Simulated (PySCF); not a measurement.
Frontier orbitals and the lowest excitations

C6H4F2OS.
Cartesian coordinates in Å at the PBE0-D3(BJ)/def2-SVP level; atoms count from 1:
```
atom  x, y, z in Å
C1     2.393   -0.210   -1.501
C2     1.548   -0.465   -0.672
C3     0.542   -0.732    0.333
C4    -0.880   -0.835   -0.227
C5    -1.366    0.571   -0.291
F6    -2.402    0.860   -1.053
C7    -0.716    1.454    0.474
F8    -1.004    2.732    0.617
S9     0.521    0.707    1.561
O10   -0.193    0.225    2.781
H11    3.144    0.008   -2.238
H12    0.818   -1.587    0.969
H13   -0.887   -1.307   -1.221
H14   -1.524   -1.430    0.441
```

Method used: TDDFT CAM-B3LYP/def2-SVPD, vertical, gas phase, core orbitals frozen in the response (PySCF 2.14.0, density-fitted response routines).

Kohn–Sham orbitals with the atoms that hold most of them (Löwdin shares over 4%, at most four atoms; ? is withheld):

```json
{"orbital": "HOMO-3", "ε (eV)": "-10.11", "atoms": "C1 41%, C2 40%, C3 7%"}
{"orbital": "HOMO-2", "ε (eV)": "-9.66", "atoms": "O10 28%, C7 15%, S9 12%, C1 9%"}
{"orbital": "HOMO-1", "ε (eV)": "-9.22", "atoms": "?"}
{"orbital": "HOMO", "ε (eV)": "-8.89", "atoms": "O10 51%, S9 26%, C3 8%"}
{"orbital": "LUMO", "ε (eV)": "?", "atoms": "?"}
{"orbital": "LUMO+1", "ε (eV)": "0.27", "atoms": "S9 32%, C5 10%, C7 9%, C1 9%"}
{"orbital": "LUMO+2", "ε (eV)": "0.92", "atoms": "C1 18%, S9 12%, C2 12%, C4 9%"}
```

Q: Give the leading atoms of the HOMO-1.

A: C7 (bonded to C, F and S) 23%; C5 (bonded to 2 C and F) 20%; O10 (bonded to S) 18%; F8 (bonded to C) 10%. By element: carbon 43% or more, oxygen 18%, fluorine 10% or more.

Q: Give the leading atoms of the LUMO.

A: S9 (bonded to 2 C and O) 24%; C5 (bonded to 2 C and F) 17%; C7 (bonded to C, F and S) 17%; O10 (bonded to S) 9%. By element: carbon 34% or more, sulfur 24%, oxygen 9%.

Q: What is the LUMO energy, and the HOMO–LUMO gap?

A: ε(LUMO) = 0.04 eV; the gap is 8.93 eV (0.3282 hartree).

Q: How does S1 compare with the orbital gap of 8.93 eV?

A: S1 is at 5.23 eV (f = 0.013), 3.70 eV below the gap, made of HOMO→LUMO (87%). 

Q: Give energy, strength and leading configuration of S1 and S2, and follow the Löwdin shares of the leading atoms from the occupied to the empty orbital.

A: 
- S1 (5.23 eV, f 0.013), HOMO→LUMO (87%): O10 51% → 9%, S9 26% → 24%, C5 at most 4% → 17%
- S2 (5.57 eV, f 0.021), HOMO→LUMO+1 (84%): O10 51% → at most 10%, S9 26% → 32%, C5 at most 4% → 10%

One conformer stands for the species.
